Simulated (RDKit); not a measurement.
A run for RDKit: MMFF94 on C3H6O (a complex), monomers drawn apart or pushed together.

```python
from rdkit import Chem
from rdkit.Chem import AllChem, rdDetermineBonds

blocks = [
'''4

C     0.34100147    0.38003799    0.13680047
C    -0.40149892   -0.53759246    0.33834590
H     0.99740560    1.19484969   -0.05179119
H    -1.05679938   -1.35443895    0.52284683
''',
'''6

C     0.13863223    0.25314534    5.00102969
O     0.89922351   -0.73095372    4.31997758
H     0.56413742    1.25706701    4.88803713
H     0.15147414   -0.00653341    6.05912880
H    -0.90395273    0.27765623    4.66399120
H     0.86289583   -0.54137563    3.37461990
''',
]
mol = None
for b in blocks:
    f = Chem.MolFromXYZBlock(b)
    rdDetermineBonds.DetermineBonds(f, charge=0)
    mol = f if mol is None else Chem.CombineMols(mol, f)
Chem.SanitizeMol(mol)
print(Chem.MolToSmiles(Chem.RemoveHs(mol)))
ff = AllChem.MMFFGetMoleculeForceField(mol, AllChem.MMFFGetMoleculeProperties(mol), nonBondedThresh=100.0, ignoreInterfragInteractions=False)
e = ff.CalcEnergy()
print(f'MMFF94 energy {e:.6f} kcal/mol')
```

It printed:

```
C#C.CO
MMFF94 energy 2.565717 kcal/mol
```

The run finished.

Cost: around 0.04 core-seconds (rough).
